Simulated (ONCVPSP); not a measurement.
**iridium: variants of one ONCV potential**

Base potential:

| Property | Result |
| --- | --- |
| Element | Ir (Z = 77) |
| Generator | ONCVPSP 4.0.1 |
| Type | optimised norm-conserving Vanderbilt (ONCV) |
| Functional | BLYP |
| Relativity | scalar-relativistic |
| Frozen core | [Kr] 4d10 4f14 |
| Valence charge | 17 |
| Reference configuration | 5s2 5p6 5d7 6s1.75 (charge +0.25) |
| Partial waves | 5s+6s: rc 1.70 bohr, ncon 4, nbas 8, qcut 6.1 1/bohr, 2 projectors; 5p: rc 1.70 bohr, ncon 4, nbas 7, qcut 6.6 1/bohr, 2 projectors, debl 0.5 Ha; 5d: rc 1.55 bohr, ncon 3, nbas 6, qcut 5.9 1/bohr, local |
| Local potential | the d channel |
| Core correction | Teter function fitted to the true core (icmod 2), fcfact 0.25 |

In the p channel the program set the typed energies aside and used -2.077, 0.250 Ha.

Cutoffs, loose and tight: the cutoffs (Ha) at which the residual kinetic energy of the hardest occupied pseudo-wave falls to 1 and 0.1 mHa per electron. They do not see the model core or the augmentation charge, which bear on the density cutoff. Test errors are all-electron minus pseudo excitation energies from the reference, over the configurations 5s2 5p6 5d7 6s2; 5s2 5p6 5d7 6s1; 5s2 5p6 5d7 6s0; 5s2 5p6 5d6 6s2. A dash means not determined; rows that change the core or the reference have their own tests.

| change | outcome | cutoff, loose | cutoff, tight | bound ghosts | GHOST(+) flags above zero | largest test error (meV) |
| --- | --- | --- | --- | --- | --- | --- |
| base | generated, projector energies reset by the program | 17 Ha | 37 Ha | none | s | -17 |
| all radii but the core radius scaled by about 0.77 (s 1.30, p 1.30, d 1.20 bohr) | generated, projector energies reset by the program | 88 Ha | 109 Ha | none | none | -11 |
| all radii but the core radius scaled by about 0.91 (s 1.54, p 1.54, d 1.40 bohr) | generated, projector energies reset by the program | 18 Ha | 67 Ha | none | none | -15 |
| all radii but the core radius scaled by about 1.04 (s 1.76, p 1.76, d 1.62 bohr) | generated, projector energies reset by the program | 17 Ha | 39 Ha | none | s | -18 |
| all radii but the core radius scaled by about 1.09 (s 1.86, p 1.86, d 1.70 bohr) | generated, projector energies reset by the program | 16 Ha | 35 Ha | none | s | -19 |
| all radii but the core radius scaled by about 1.19 (s 2.02, p 2.02, d 1.84 bohr) | generated, projector energies reset by the program | 16 Ha | 24 Ha | none | none | -20 |
| all radii but the core radius scaled by about 1.30 (s 2.20, p 2.20, d 2.02 bohr) | generated, projector energies reset by the program | 15 Ha | 17 Ha | none | s | -23 |

Problem. What comes out with this change to the base: all radii but the core radius scaled by about 0.83 (s 1.42, p 1.42, d 1.28 bohr)?

Solution. outcome: generated, projector energies reset by the program; cutoff, loose: 42 Ha; cutoff, tight: 86 Ha; bound ghosts: none; GHOST(+) flags above zero: none; largest test error (meV): -13.

Problem. What comes out with this change to the base: all radii but the core radius scaled by about 1.24 (s 2.12, p 2.12, d 1.92 bohr)?

Solution. outcome: generated, projector energies reset by the program; cutoff, loose: 15 Ha; cutoff, tight: 19 Ha; bound ghosts: none; GHOST(+) flags above zero: none; largest test error (meV): -21.

Reading the sweep of the scale of all radii but the core radius (base = 1) (base included, trends over the rows without a ghost): The loose cutoff falls from 88 Ha at 0.77 to 15 Ha at 1.3. A larger radius leaves more room for a smooth pseudo-wave, so fewer plane waves are needed; a smaller one forces it to follow the all-electron wave where it bends sharply. The median size of the test errors (rows with all tests solved) rises from 1.9 meV at 0.77 to 4.8 meV at 1.3. More of the atom is replaced by a form fitted at one configuration, so other configurations suffer as the radius grows.
